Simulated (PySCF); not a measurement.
Computed spin Hamiltonian

Species: C6H8N (doublet state).
Atom-mapped SMILES: `[H]/[N:5]=[C:4]1/[CH:3][C:2](=[CH2:1])[C@H:6]1[CH3:7]` (hydrogens: H8, H9 on C1; H10 on C3; H11 on N5; H12 on C6; H13, H14, H15 on C7)

Geometry (GFN2-xTB, Å), atoms numbered from 1 in this order:
```
atom  x, y, z in Å
C1     2.1455   -0.7376   -0.1498
C2     1.0686    0.0398    0.0707
C3     0.7604    1.0913    0.9634
C4    -0.5672    1.2308    0.4577
N5    -1.5234    1.9972    0.7802
C6    -0.3200    0.0964   -0.5593
C7    -1.1834   -1.1444   -0.3955
H8     2.1402   -1.5002   -0.9090
H9     3.0460   -0.6201    0.4282
H10    1.3177    1.6099    1.7202
H11   -2.3718    1.8743    0.2318
H12   -0.3196    0.4325   -1.5994
H13   -1.1755   -1.4742    0.6419
H14   -0.8102   -1.9542   -1.0194
H15   -2.2117   -0.9335   -0.6836
```

Method used: PySCF 2.14.0, UKS B3LYP, pcH-1 on C H N, non-relativistic, mean-field spin-orbit, GIAO. Geometry: GFN2-xTB; no solvent, vibrations or thermal averaging. A GFN2-xTB geometry isn't a minimum of the functional, and hyperfine couplings can be far from their values at a DFT geometry. No stability test was run, so a lower SCF solution isn't excluded. ⟨S²⟩ is 0.783 where a pure state has 0.75.

```
g1, g2, g3                      : 2.00217, 2.00294, 2.00440
g_iso                           : 2.00317
Form of g                       : rhombic: the two nearest values differ by 35 % of g3 − g1
⟨S²⟩                            : 0.7827 (exact 0.7500)
α and β electrons               : 26, 25
HOMO–LUMO gap, α and β orbitals : 6.08, 3.61 eV
Basis functions                 : 255
```

Isotropic coupling and dipolar principal values T1 to T3, in 10⁻⁴ cm⁻¹ (1 × 10⁻⁴ cm⁻¹ = 2.998 MHz):

```csv
atom,isotope,a_iso,T1,T2,T3,Mulliken spin population
C1,13C,14.2,-13.8,-13.4,27.2,0.56
C2,13C,-14.6,-8.7,3.1,5.6,-0.24
C3,13C,17.5,-15.4,-14.6,30.1,0.59
C4,13C,-12.2,-6.2,1.9,4.3,-0.15
N5,14N,3.2,-4.7,-4.6,9.3,0.31
C6,13C,1.9,-0.4,0.1,0.3,0.02
C7,13C,-3.0,-0.2,0.0,0.1,0.00
H8,1H,-11.3,-6.6,-0.2,6.8,-0.02
H9,1H,-10.9,-5.9,-0.4,6.3,-0.02
H10,1H,-11.8,-6.5,-0.5,7.0,-0.02
H11,1H,-7.3,-5.7,-1.1,6.8,-0.01
H12,1H,-4.5,-0.7,0.0,0.6,0.00
H13,1H,0.2,-0.6,0.0,0.6,0.00
H14,1H,0.1,-0.4,-0.2,0.6,0.00
H15,1H,-0.3,-0.3,-0.1,0.4,0.00
```

The largest Mulliken spin populations are on C3 (+0.59), C1 (+0.56), N5 (+0.31) and C2 (-0.24). Three atoms exceed +0.15. The positive populations add up to 1.48 and the negative ones to -0.48, together 2S = 1. The angles at C3 add up to 360.0°, so it is planar.

C3, the radical centre as drawn in `[H]/N=C1/[CH]C(=C)[C@H]1C`, holds a spin population of +0.59 out of 1.

Axes: g2 points within 6° of the C1–H8 bond and g3 points within 7° of the C3–C4 bond.

Under fast tumbling the dipolar parts average out, and these isotropic splittings remain: 1 × 1H (H10, I = 1/2, 2 lines) with 1.26 mT, 1 × 1H (H8, I = 1/2, 2 lines) with 1.21 mT, 1 × 1H (H9, I = 1/2, 2 lines) with 1.16 mT, 1 × 1H (H11, I = 1/2, 2 lines) with 0.78 mT, 1 × 1H (H12, I = 1/2, 2 lines) with 0.48 mT and 1 × 14N (N5, I = 1, 3 lines) with 0.34 mT.

The 13C coupling of C3 (52.4 MHz) shows only in satellite lines or after enrichment, since that isotope makes up about 1.07 % of natural carbon.
